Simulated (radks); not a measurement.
Q: Be+, configuration [He] 2s1. Method: scalar-relativistic Kohn-Sham, PBEsol, spin-unpolarised, spherical densities, point nucleus; without spin polarisation the odd electron is poorly described; hard spherical wall at 15 bohr; computed with a radial shooting solver on a logarithmic mesh with Libxc functionals. Some entries of the table are withheld. Estimate them.

orbital,occ.,eigenvalue (Ry),<1/r> (bohr^-1)
1s,2,-8.59724,(1)
2s,1,(2),(3)
2p,0,(4),(5)

A: 
(1) 1s <1/r> (bohr^-1): 3.656
(2) 2s eigenvalue (Ry): -0.99788
(3) 2s <1/r> (bohr^-1): 0.6155
(4) 2p eigenvalue (Ry): -0.70944
(5) 2p <1/r> (bohr^-1): 0.5324
